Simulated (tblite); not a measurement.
[C16H4BN4O4]- (anion), SMILES N#Cc1cc2c(cc1C#N)O[B-]1(O2)Oc2cc(C#N)c(C#N)cc2O1 at step 0 of a GFN2-xTB optimisation (tblite, gas phase), coordinates in Å:

```
  1 N     6.998   -1.398    0.293
  2 C     5.949   -0.908    0.145
  3 C     4.659   -0.308   -0.026
  4 C     3.504   -1.057    0.271
  5 C     2.255   -0.471    0.105
  6 C     2.126    0.814   -0.357
  7 C     3.241    1.594   -0.668
  8 C     4.525    1.031   -0.499
  9 C     5.683    1.826   -0.821
 10 N     6.607    2.468   -1.075
 11 O     0.798    1.191   -0.452
 12 B    -0.002   -0.003    0.000
 13 O     1.020   -1.048    0.350
 14 O    -0.876    0.329    1.173
 15 C    -2.175    0.062    0.770
 16 C    -3.335    0.210    1.531
 17 C    -4.567   -0.121    0.934
 18 C    -5.776    0.029    1.707
 19 N    -6.744    0.158    2.331
 20 C    -4.604   -0.601   -0.403
 21 C    -5.858   -0.947   -1.038
 22 N    -6.858   -1.229   -1.548
 23 C    -3.407   -0.738   -1.131
 24 C    -2.215   -0.408   -0.520
 25 O    -0.943   -0.472   -1.071
 26 H     3.573   -2.081    0.642
 27 H     3.115    2.609   -1.025
 28 H    -3.278    0.577    2.544
 29 H    -3.414   -1.105   -2.160
```

Problem. What are the forces on the atoms (eV/Å)?

Solution. 
```
  1 N    -2.08    0.94   -0.30
  2 C     1.11   -0.39    0.16
  3 C     0.18    0.04   -0.06
  4 C     0.04   -0.16    0.12
  5 C    -1.24   -2.19    0.78
  6 C    -1.46    2.19   -0.72
  7 C     0.03   -0.36    0.15
  8 C     0.23    0.19   -0.12
  9 C    -0.38   -0.38    0.18
 10 N    -0.59   -0.39    0.14
 11 O     1.82   -0.67    0.18
 12 B     0.03    0.02   -0.01
 13 O     1.71    0.93   -0.40
 14 O    -1.89   -0.40   -0.68
 15 C     1.45    0.83    2.19
 16 C     0.13   -0.11   -0.46
 17 C    -0.46    0.03    0.34
 18 C    -0.18    0.01   -0.02
 19 N     1.26   -0.17   -0.78
 20 C    -0.64   -0.12   -0.26
 21 C     0.14    0.06    0.20
 22 N     1.12    0.31    0.54
 23 C    -0.32   -0.20   -0.38
 24 C     1.76   -0.44   -1.98
 25 O    -1.78    0.09    0.88
 26 H     0.09    0.36   -0.15
 27 H     0.10   -0.15    0.04
 28 H    -0.09   -0.02   -0.02
 29 H    -0.08    0.14    0.42
```
